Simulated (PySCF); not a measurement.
## Calculated NMR parameters of C[Si@@](N)([SiH3])c1ccccc1

- Formula: C7H13NSi2
- SMILES: C[Si@@](N)([SiH3])c1ccccc1
- InChI: InChI=1S/C7H13NSi2/c1-10(8,9)7-5-3-2-4-6-7/h2-6H,8H2,1,9H3/t10-/m1/s1
- Point group of the computed structure: C1
- Degrees of unsaturation: 4
- Carbon signals: 5
- Proton signals: 6

Structure with atom numbers: `[CH3:1][Si@@:2]([NH2:3])([SiH3:4])[c:5]1[cH:6][cH:7][cH:8][cH:9][cH:10]1` (H(Xn): hydrogen on atom n).

Calculated, not measured (PySCF 2.14): σ from GIAO-PBE0/pcSseg-1, GFN2-xTB geometry. Relativity neglected, rapidly exchanging positions averaged, single conformer, no solvent.

References, each an isolated molecule treated in the same way: TMS for 1H and 13C and 29Si; 15N vs NH3.

| carbon | δC, type | δH (multiplicity) | HMBC from (2–3 bonds) | span of the C tensor (ppm) |
| --- | --- | --- | --- | --- |
| C1 | 3.4, CH3 | 0.36 (s) | H(Si4) | 19 |
| C5 | 149.7, C | – | H(C7)/H(C9), H(C6)/H(C10), H(Si4), H(C1) | 233 |
| C6/C10 | 137.5, CH | 7.62 (m) | H(C7)/H(C9), H(C6)/H(C10), H(C8) | 244 |
| C7/C9 | 133.1, CH | 7.62 (m) | H(C7)/H(C9), H(C6)/H(C10), H(C8) | 236 |
| C8 | 134.4, CH | 7.59 (m) | H(C7)/H(C9), H(C6)/H(C10) | 236 |

Other nuclei:
| atoms | nucleus | environment | δ (ppm) | σ (ppm) |
| --- | --- | --- | --- | --- |
| H(Si4) | 1H | hydrogen on a silicon bonded to Si | 3.50 | 28.21 |
| H(N3) | 1H | hydrogen on a nitrogen bonded to Si | 0.54 | 31.17 |
| Si2 | 29Si | silicon bonded to 2 C, N, Si | -12.1 | 361.2 |
| Si4 | 29Si | silicon bonded to Si, 3 H | -118.5 | 467.6 |
| N3 | 15N | nitrogen bonded to Si, 2 H | 16.1 | 251.6 |

Carbon types of the structure: 1 × C, 5 × CH, 1 × CH3, leaving 5 H on heteroatoms. δC 149.7: substituted aromatic carbon. δC 137.5, 134.4, 133.1: aromatic CH; the aromatic region. δH 7.62, 7.62, 7.59: hydrogen on an aromatic CH; aromatic region. δH 0.54: hydrogen on a nitrogen bonded to Si; labile proton, position sensitive to the medium. δH 0.36: hydrogen on a methyl carbon bonded to Si; an electropositive neighbour shields it, as in TMS itself.

Exchangeable OH/NH protons stand at their gas-phase positions; hydrogen bonding in a real sample shifts them, mostly to higher δ. Shifts are as computed. Against solution values, carbons near 30 ppm lie about +3 ppm off and those near 130 ppm about +5 ppm. Of 1309 compounds with measured shifts, 239 miss one by over three times the rms of a fit or turn the order of signals round; such compounds aren't used in these exercises. Experimental scales use liquid or dissolved standards, which lie at an offset from isolated NH3 (liquid NH3: subtract about 20 ppm). Multiplicities follow the n + 1 count of equivalent neighbours, as no J values were calculated; m marks all less simple cases, F and P coupling included.
